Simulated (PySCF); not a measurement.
C2H7FSSi. Atoms are numbered in the order given.

```xyz
12

C      1.5616    -0.1323    -1.2551
Si     0.1219    -0.3137    -0.0825
C     -1.2581    -1.3458    -0.7972
F      0.6588    -1.0471     1.2755
S     -0.5891     1.6025     0.6220
H      1.2564     0.4028    -2.1693
H      2.3770     0.4374    -0.7838
H      1.9492    -1.1207    -1.5525
H     -2.0682    -1.4734    -0.0630
H     -1.6831    -0.8644    -1.6932
H     -0.8881    -2.3424    -1.0895
H     -0.9747     2.0033    -0.6127
```

The structure is a stationary point at B3LYP-D3(BJ)/def2-SVP. One conformer was computed; it need not be the lowest.

Level of theory: PySCF with r2SCAN/def2-TZVP.

ESP charges are fitted to the potential on shells at 1.4 to 2.0 van der Waals radii. Atomic charges (e):

```
atom  Löwdin  ESP fit  meta-Löwdin  Mulliken
----  ------  -------  -----------  --------
C1     -0.44    -0.96        -0.64     -0.46
Si2    -0.11     0.91         1.18      0.66
C3     -0.44    -0.98        -0.64     -0.46
F4     -0.01    -0.27        -0.51     -0.34
S5      0.14    -0.37        -0.34     -0.34
H6      0.13     0.24         0.14      0.12
H7      0.14     0.23         0.14      0.14
H8      0.13     0.27         0.14      0.13
H9      0.14     0.23         0.14      0.14
H10     0.13     0.24         0.14      0.12
H11     0.13     0.27         0.14      0.13
H12     0.06     0.18         0.11      0.15
```

Problem. Give the Mayer and Wiberg (Löwdin basis) orders of the bonds. (The exact figures need the calculation; the answer reports its results.)

Solution. 
```csv
bond,Mayer,Wiberg
C1–Si2,0.99,1.20
Si2–C3,0.99,1.20
Si2–F4,1.06,1.64
Si2–S5,1.12,1.55
C1–H6,0.94,0.90
C1–H7,0.95,0.90
C1–H8,0.94,0.89
C3–H9,0.95,0.90
C3–H10,0.94,0.90
C3–H11,0.94,0.89
S5–H12,0.94,1.01
```
